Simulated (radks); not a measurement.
Spherical quantum dot in the effective-mass picture: electrons in a well V = -V0 / (1 + exp((r - R)/a)) with V0 = 16.3, R = 3.17, a = 0.29, with a point charge +1 (a donor) at the centre, all in effective atomic units (hartree* = m*/eps^2 hartree, bohr* = eps/m* bohr), one dielectric constant everywhere. Method: non-relativistic Kohn-Sham, LDA (Slater exchange, Perdew-Wang correlation), spin-polarised, spherical densities; computed with a radial shooting solver with Libxc functionals. Levels are named by radial order and angular momentum (1s, 1p, 1d, 2s, ...), and open shells are averaged over m. Results are scaled to m* = 0.143 and eps = 12.3, for which hartree* = 25.72 meV and bohr* = 4.552 nm.

N = 8, configuration 1s2 1p6. This is the lowest configuration that the search found. Occupied and some empty levels:

level  occupation  eigenvalue (meV)  <r> (nm)
1s              2           -323.13     6.509
1p              6           -307.17     8.193
1d              0           -289.04     8.981
2s              0           -286.08     6.661
1f              0           -267.37     9.557

Energy (meV): total -2893.85, kinetic 177.98, external -3416.4, Hartree 431.31, exchange-correlation -86.785.
